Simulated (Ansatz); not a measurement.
Dissociation curve of SiH, doublet.

Computed with Ansatz (an electronic-structure program) with full CI/aug-cc-pVTZ, frozen core.

Q: Relative to R = 1.53 Å, what are the energies at R = 1.29, 1.79, 2.32, 5.31 Å?

A: 0.617 eV at 1.29 Å, 0.342 eV at 1.79 Å, 1.630 eV at 2.32 Å, 3.121 eV at 5.31 Å.
